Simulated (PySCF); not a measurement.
**Scalar relativity in Si(2+) (silicon, charge +2)**

[Ne] 3s2, closed-shell 1S; UHF calculated with PySCF 2.14 in dyall-av3z (19s12p3d2f, 84 functions), once non-relativistic with a point nucleus and once with spin-free X2C-1e and a Gaussian nucleus.

```
shell  ε non-rel. (eV)  rms r non-rel. (bohr, spins averaged)
   1s          -1894.5                                 0.1292
   2s          -189.02                                 0.6128
   2p          -137.16                                 0.5987
   3s          -32.163                                  2.123
```

Question: How does scalar relativity move these shells?

Answer: 1s: ε -1899.0 eV, radius -0.40 %; 2s: ε -189.72 eV, radius -0.31 %; 2p: ε -137.11 eV, radius -0.08 %; 3s: ε -32.228 eV, radius -0.20 %.

The total energy goes from -287.9957 to -288.6011 hartree.

Ionisation energy, Si(2+) [Ne] 3s2 (1S) → Si(3+) [Ne] 3s1 (2S) (eV):

```tsv
method	non-relativistic	spin-free X2C	shift
UHF	31.955	32.019	0.064
MP2 (valence)	32.838	32.900	0.063
SCS-MP2 (valence)	33.014	33.077	0.062
CCSD (valence)	33.190	33.250	0.060
CCSD(T) (valence)	33.190	33.250	0.060
CCSDT (valence)	33.190	33.250	0.060
FCI (valence)	33.190	33.250	0.060
LDA	33.521	33.589	0.067
PBE	33.381	33.447	0.067
PBE0	33.243	33.309	0.066
r2SCAN	32.870	32.936	0.066
```

Relativity contracts and stabilises s shells directly. The contracted s shells screen the nucleus better, so for spin-averaged p shells the direct and indirect effects partly cancel.
